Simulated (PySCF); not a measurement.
Geometry (Å), atoms numbered from 1 in this order:
```xyz
16

C    -2.899    0.143   -0.276
C    -1.755   -0.433   -0.642
C    -0.738   -0.997    0.309
C     0.608   -0.351    0.156
C     1.014    0.882    0.601
C     2.351    1.198    0.228
C     2.943    0.203   -0.503
S     1.874   -1.121   -0.733
H    -3.599    0.543   -1.014
H    -3.181    0.234    0.779
H    -1.497   -0.501   -1.707
H    -0.642   -2.084    0.144
H    -1.089   -0.867    1.345
H     0.364    1.543    1.177
H     2.857    2.128    0.494
H     3.952    0.174   -0.912
```

Geometry: PBE0-D3(BJ)/def2-SVP; GIAO absolute shieldings from PySCF 2.14, gas phase, non-relativistic, averaged over equivalent atoms.

At B3LYP/pcSseg-1 (183 basis functions, 28 s wall time (26 s CPU) on 1 thread of an x86-64 server CPU, shared host):
| atoms | σ (ppm) |
| --- | --- |
| C4 | 26.7 |
| C2 | 29.5 |
| C6 | 46.2 |
| C5 | 47.8 |
| C7 | 48.0 |
| C1 | 59.7 |
| C3 | 140.2 |
| S8 | 245.2 |
| H15 | 24.44 |
| H14 | 24.51 |
| H16 | 24.58 |
| H11 | 25.50 |
| H10 | 26.09 |
| H9 | 26.35 |
| H12/H13 | 28.05 |

Predict the values at PBE0/pcSseg-1 on the same geometry.

Results:


```
  atoms  σ at PBE0/pcSseg-1  change
     C4                34.3    +7.6
     C2                35.8    +6.3
     C6                51.6    +5.4
     C5                53.1    +5.3
     C7                54.0    +6.0
     C1                63.7    +4.0
     C3               146.4    +6.2
     S8               269.5   +24.3
    H15               24.21   -0.23
    H14               24.29   -0.22
    H16               24.34   -0.24
    H11               25.31   -0.19
    H10               25.84   -0.25
     H9               26.09   -0.26
H12/H13               27.90   -0.15
```

The largest change is at S8 (aromatic ring sulfur). Cost: 183 basis functions, 38 s wall time (33 s CPU) on 1 thread of an x86-64 server CPU, shared host. The order of the carbon signals is the same at both levels.
